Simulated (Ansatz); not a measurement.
`[F][GeH]([F])[Cl]` + H₂S → `[F][GeH]([SH])[Cl]` + H–F  (ligand exchange at a Ge–F bond)

Calculated with Ansatz (gas phase, PBE0-D4/def2-TZVP geometries, no zero-point term in ΔE). CBS: MP2 limit from def2 TZ/QZ plus the TZ coupled-cluster correction, frozen cores. This one scheme is used for every species. Functionals use def2-TZVPP. For Ge outer-core shells are correlated without core-valence functions, which leaves a few kJ/mol of doubt a bond. Scalar relativity is left out up to krypton. Each species was taken in one conformer, which may not be the lowest.

| level | ΔE (kcal/mol) |
| --- | --- |
| BLYP-D4 | 4.0 |
| CCSD(T)/def2-SVP | 7.4 |

Problem. What does CCSD(T)/CBS give? (An estimate is asked.)

Solution. Computed: +2.5 kcal/mol. The listed levels differ from it by 1.5, 4.9 kcal/mol.

Largest T1 diagnostic among the species: 0.012.

At CCSD(T), def2-SVP lies +4.9 kcal/mol from the extrapolated value and def2-TZVPP +1.6 kcal/mol. The D4 term adds −1.8 kcal/mol with B3LYP and −1.0 kcal/mol with PBE0; it sums over pairs of atoms, weighted by their polarisabilities, and B3LYP, whose exchange is more repulsive, gets the larger term.

B3LYP here is the variant with VWN-RPA as its local correlation; programs differ in this.
